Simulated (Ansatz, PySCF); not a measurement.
Zn(F)(GeH3) (FGeH₃Zn), SMILES [F][Zn][GeH3]. Atoms are numbered in the order given.

```xyz
6

Zn     0.0000     0.0000    -0.9275
F      0.0000     0.0000    -2.6792
Ge     0.0000     0.0000     1.4362
H      1.2443     0.7184     1.9929
H     -1.2443     0.7184     1.9929
H      0.0000    -1.4368     1.9929
```

Coordinates come from a PBE0-D3(BJ)/def2-SVP optimisation. The structure was generated by enumeration; whether it is a known compound was not checked.

Vertical ionisation energy (IE) and electron affinity (EA) in eV. Rows of orbital energies are one-electron estimates. Where ΔSCF, EOM or ADC give a negative EA the extra electron is unbound and the value depends on the basis.

```
level                                                                   IE     EA
-------------------------------------------------------------------  -----  -----
−ε(HOMO), −ε(LUMO), M06-2X/def2-TZVPD (PySCF)                         9.34   0.57
−ε(HOMO), −ε(LUMO), PBE/def2-TZVPD (PySCF)                            7.44   1.83
ΔSCF, PBE0/def2-SVPD (Ansatz), final states of multiplicity 2 and 2  10.66  -0.40
ΔSCF, PBE/def2-SVPD (Ansatz), final states of multiplicity 2 and 2   10.52  -0.25
```

### Question
What vertical singlet–triplet gap does ΔSCF give with PBE0/def2-SVPD (Ansatz, an electronic-structure program) and with PBE/def2-SVPD (Ansatz)? (An estimate is asked for; the answer gives what the named calculation found.)

### Answer
5.54 and 5.39 eV (triplet above singlet where positive).
